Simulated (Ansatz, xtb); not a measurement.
A geometry optimisation of F2HN2Si with r2SCAN-D4/def2-SVP

The starting geometry of this gas-phase doublet has its atoms placed at random.

```xyz
6

F     0.6214   -0.2240    1.4070
F     0.8331   -0.9472    0.2501
N    -0.3553   -0.4562   -1.0837
N     0.2385    0.7750   -0.4926
Si   -1.9786   -0.2557    0.9216
H    -0.5029    0.8924   -1.5047
```

**Question.** Guess where an optimisation with r2SCAN-D4/def2-SVP ends from this start.

**Answer.** It ends as `[H]/N=N/[Si](F)F`. Distances that change by over a tenth: F1–F2 (1.38 → 2.58 Å), N3–N4 (1.49 → 1.21 Å), N4–H6 (1.26 → 1.05 Å). Contacts that close: F1–Si5 (2.65 → 1.63 Å), F2–Si5 (2.97 → 1.63 Å), N3–Si5 (2.59 → 1.89 Å).

The energy falls by 15.71 eV over 40 steps:

| step | E − E(last) (eV) |
| --- | --- |
| 1 | 15.714 |
| 5 | 6.037 |
| 10 | 3.157 |
| 14 | 0.770 |
| 18 | 0.403 |
| 23 | 0.334 |
| 27 | 0.276 |
| 31 | 0.104 |
| 36 | 0.011 |
| 40 | 0.000 |

Final geometry (Å):

```xyz
6

F     0.2327    0.0844    2.0548
F     0.6518   -1.9552    0.5390
N    -0.1302    0.3378   -0.5728
N    -0.9561    0.7586   -1.3558
Si   -0.4615   -0.8190    0.8903
H    -0.4804    1.3776   -2.0579
```

From the same start GFN2-xTB reaches the same bonding as this run.

From so rough a start the end depends on the optimiser's path, so another program may land elsewhere. No frequencies were run, so the end isn't proven a minimum. Open shells are spin-unrestricted. Run with Ansatz 0.2.0, 4 min on 1 thread of Intel(R) Xeon(R) 6975P-C (Granite Rapids), on a shared host.
